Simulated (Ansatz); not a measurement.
Consider the ligand exchange at a Ge–C bond: `C#[C][Ge]([CH3])([F])[F]` + CH₃SH → `C[S][Ge]([CH3])([F])[F]` + `C#C`.

Computed with Ansatz on PBE0-D4/def2-TZVP structures; ΔE is electronic, products minus reactants. CCSD(T)/CBS is the MP2 limit (def2-TZVPP, def2-QZVPP) plus CCSD(T) − MP2 in def2-TZVPP, frozen cores. This one scheme is used for every species. DFT in def2-TZVPP. HSE06 is defined as in plane-wave codes. For Ge outer-core shells are correlated without core-valence functions, which leaves a few kJ/mol of doubt a bond. Scalar relativity is left out up to krypton. Each species was taken in one conformer, which may not be the lowest.

```csv
level,ΔE (kcal/mol)
r2SCANh,-8.3
HSE06,-7.8
RPA@PBE/def2-TZVPP,-5.1
MP2/CBS(def2),-8.3
```

Question: What does CCSD(T)/CBS give? (Best estimate.)

Answer: The calculation gave: -7.8 kcal/mol. The listed levels differ from it by -0.5, 0.0, 2.7, -0.5 kcal/mol.

Largest T1 diagnostic among the species: 0.013.

At CCSD(T), def2-SVP lies +1.9 kcal/mol from the extrapolated value and def2-TZVPP +1.7 kcal/mol. Leaving LDA and LC-ωPBE aside and taking each functional with its dispersion term where it has one, the values, not all of them listed here, spread over 2.6 kcal/mol, from revPBE-D4 to B2PLYP.

CCSD(T)/CBS has its own doubt, a few kJ/mol and more with outer-core shells, so smaller differences from it don't rank the levels.
